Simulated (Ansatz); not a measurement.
Program: Ansatz 0.2.0.

A structure relaxed at PBE0-D4/def2-TZVP, charge 0, multiplicity 1:

```xyz
9

O    -1.0186    0.9109    1.6431
C    -1.4227    1.0245    0.5118
Si   -0.4999    0.2149   -0.9821
Zn    1.3212   -0.9037   -0.0302
O     2.7336   -1.7858    0.6000
H    -2.3525    1.6136    0.3261
H    -1.4918   -0.6447   -1.6918
H    -0.1551    1.3211   -1.9225
H     2.8858   -1.7507    1.5456
```

(1) Give its formula and SMILES.

(2) Point group (tolerance 0.08 Å, 0.16 Å for H)?

(3) Summarise the bond lengths by kind.

## Answers

(1) CH4O2SiZn, `O=C[SiH2][Zn][OH]`.

(2) Cs.

(3) 1 × C–O 1.207 Å; 1 × C–Si 1.934 Å; 1 × C–H 1.116 Å; 1 × Si–Zn 2.340 Å; 2 × H–Si 1.492 Å; 1 × O–Zn 1.780 Å; 1 × H–O 0.958 Å.
